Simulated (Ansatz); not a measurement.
Ansatz (a first-principles code) input:

Ansatz 0.2 input:
```yaml
crystal:
  periodic: [false, false, false]
  atoms:
    - {symbol: B, position_ang: [0.00005098, 0.01358406, 0.82045483]}
    - {symbol: B, position_ang: [-0.00005098, -0.01358406, -0.82045483]}
    - {symbol: H, position_ang: [1.01557123, 0.03272412, 1.49609666]}
    - {symbol: H, position_ang: [-1.01538528, 0.01682331, 1.49648612]}
    - {symbol: H, position_ang: [1.01538528, -0.01682331, -1.49648612]}
    - {symbol: H, position_ang: [-1.01557123, -0.03272412, -1.49609666]}
basis:
  gaussian:
    orbitals: cc-pVTZ
hamiltonian:
  xc: pbe
total_charge: -1
magnetization: {spin_polarized: true, initial_magnetization: 1}
correlation: {method: rpa, electrons: outside_noble_gas}
```

### Question
What final total energy does it print?

### Answer
-52.09485 Eh (RPA@PBE/cc-pVTZ). The basis has 116 functions.

It need not be the lowest isomer of its formula.
